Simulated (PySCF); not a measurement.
**What binds InO: the parts of the energy along the bond**

State: ²Π, doublet, unpaired electrons π ↑. ROHF-based CCSD(T) in PySCF 2.14 with In cc-pwCVDZ-PP with ECP28, O aug-cc-pVDZ and In cc-pwCVTZ-PP with ECP28, O aug-cc-pVTZ (frozen core orbitals: 5; scalar-relativistic core potentials). Correlation energies are extrapolated as n⁻³ (n = 2, 3), Hartree–Fock as (n+1)·exp(−9√n). CV is the change on freezing 4 orbitals instead, in In cc-pwCVTZ-PP with ECP28, O cc-pwCVTZ. All energies in eV from In + O.

| R (Å) | HF/CBS | CCSD corr. | (T) | CV | total |
| --- | --- | --- | --- | --- | --- |
| 1.8479 | -1.400 | -1.459 | -0.1505 | -0.0072 | -3.017 |
| 1.9319 | -1.736 | -1.455 | -0.1571 | -0.0057 | -3.354 |
| 2.0159 | -1.877 | -1.458 | -0.1647 | -0.0046 | -3.505 |
| 2.0999 | -1.886 | -1.467 | -0.1729 | -0.0037 | -3.530 |
| 2.1839 | -1.807 | -1.479 | -0.1812 | -0.0030 | -3.470 |
| 2.2889 | -1.631 | -1.494 | -0.1917 | -0.0024 | -3.319 |
| 2.3938 | -1.404 | -1.510 | -0.2020 | -0.0019 | -3.118 |

A fit to the total gives Re = 2.0779 Å, De = 3.533 eV, ωe = 505.8 cm⁻¹, Be = 0.2781 cm⁻¹ (masses 114.9039 and 15.9949 u).

Task: At R = 2.0999 Å the CCSD correlation energy is -0.464294 hartree in the smaller basis and -0.666533 in the larger. Extrapolate it.

Result: (3³·E3 − 2³·E2)/(3³ − 2³) = -0.75169 hartree; the larger basis holds 88.7 % of it.

The T1 diagnostic is 0.023. The state was picked by a PBE0 search and need not be the measured ground state. Spin–orbit coupling, excitations beyond (T) and corrections to the Born–Oppenheimer picture are left out, and spin–orbit coupling matters for open p, d or f shells this heavy.
